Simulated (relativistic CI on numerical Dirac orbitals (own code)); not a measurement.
## Ligand-field terms of d7

Computed with a parametric ligand-field model of a d^n configuration (Racah B and C, spin-orbit zeta, crystal field), exact diagonalisation.

Field parameters in Wybourne normalisation: Oh B⁴₀ = 21Dq, B⁴₄ = √(5/14) B⁴₀. The field is a parameter set, without covalency.

Q: A d7 ion in Oh symmetry has the ground term 2E and bands at 4T1 3047 cm⁻¹ (3282 nm), 2T1 8400 cm⁻¹ (1191 nm), 2T2 8643 cm⁻¹ (1157 nm), 2T1 10637 cm⁻¹ (940 nm), 4T2 11607 cm⁻¹ (862 nm), 2T2 15173 cm⁻¹ (659 nm), 4T1 16016 cm⁻¹ (624 nm). Which parameters reproduce them?

A: B = 340, C = 1240, ζ = 0 cm⁻¹, Oh, 10Dq = 9250 cm⁻¹.

Q: Ground term and bands for B = 340, C = 1270, ζ = 0 cm⁻¹, Oh, 10Dq = 21350 cm⁻¹?

A: Ground term 2E with 1.01 electrons in the two orbitals of the cubic e set. Spin-allowed: 2T1 20301 cm⁻¹ (493 nm), 2T2 20615 cm⁻¹ (485 nm), 2T1 22790 cm⁻¹ (439 nm), 2T2 28577 cm⁻¹ (350 nm). Lowest spin-forbidden: 4T1 14986 cm⁻¹ (667 nm), 4T2 35485 cm⁻¹ (282 nm), 4T1 39735 cm⁻¹ (252 nm).

Q: Ground term and bands for B = 320, C = 1370, ζ = 0 cm⁻¹, Oh, 10Dq = 38300 cm⁻¹?

A: Ground term 2E with 1.00 electrons in the two orbitals of the cubic e set. Spin-allowed: 2T1 37074 cm⁻¹ (270 nm), 2T2 37455 cm⁻¹ (267 nm), 2T1 39516 cm⁻¹ (253 nm), 2T2 45455 cm⁻¹ (220 nm). Lowest spin-forbidden: 4T1 31606 cm⁻¹ (316 nm), 4T2 69036 cm⁻¹ (145 nm), 4T1 72965 cm⁻¹ (137 nm).

Q: Ground term and bands for B = 380, C = 1820, ζ = 0 cm⁻¹, Oh, 10Dq = 25050 cm⁻¹?

A: Ground term 2E with 1.01 electrons in the two orbitals of the cubic e set. Spin-allowed: 2T1 23558 cm⁻¹ (424 nm), 2T2 24042 cm⁻¹ (416 nm), 2T1 26351 cm⁻¹ (379 nm), 2T2 33365 cm⁻¹ (300 nm). Lowest spin-forbidden: 4T1 16422 cm⁻¹ (609 nm), 4T2 40514 cm⁻¹ (247 nm), 4T1 45255 cm⁻¹ (221 nm).

Q: Ground term and bands for B = 830, C = 3440, ζ = 0 cm⁻¹, Oh, 10Dq = 26800 cm⁻¹?

A: Ground term 2E with 1.03 electrons in the two orbitals of the cubic e set. Spin-allowed: 2T1 24360 cm⁻¹ (411 nm), 2T2 25118 cm⁻¹ (398 nm), 2T1 29977 cm⁻¹ (334 nm), 2T2 42438 cm⁻¹ (236 nm). Lowest spin-forbidden: 4T1 10128 cm⁻¹ (987 nm), 4T2 35147 cm⁻¹ (285 nm), 4T1 45816 cm⁻¹ (218 nm).
